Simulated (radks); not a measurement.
Results of a calculation; reference values are marked as such.
Valence configurations of Tm II (all share [Xe]). Level of theory: scalar-relativistic Kohn-Sham, PBE, spin-unpolarised, spherical densities, point nucleus (a radial shooting solver on a logarithmic mesh with Libxc functionals). Energies are relative to 4f13 6s1; eigenvalues in eV.

valence	E (eV)	e(4f)	e(5d)	e(6p)	e(6s)
4f13 6s1	0.000	-9.749	-	-	-9.166
4f12 6s2	3.976	-18.398	-	-	-10.808
4f13 5d0.5 6s0.5	1.337	-8.962	-6.075	-	-8.820
4f12 6s1 6p1	8.323	-19.830	-	-7.180	-11.579
4f11 6s1 6p2	25.925	-31.292	-	-8.619	-13.794
4f12.5 6s1.5	1.109	-13.847	-	-	-9.990
4f11 6s2 6p1	20.803	-29.951	-	-8.053	-13.120
4f12 5d1 6p1	9.669	-17.573	-9.111	-6.634	-
4f13 6p1	3.701	-11.203	-	-6.271	-
4f14	1.973	-3.696	-	-	-

NIST lists [Xe] 4f13 6s1 as the ground configuration; this level of theory agrees among the configurations tried. The energies are those of spherical spin-averaged densities, not of single terms.
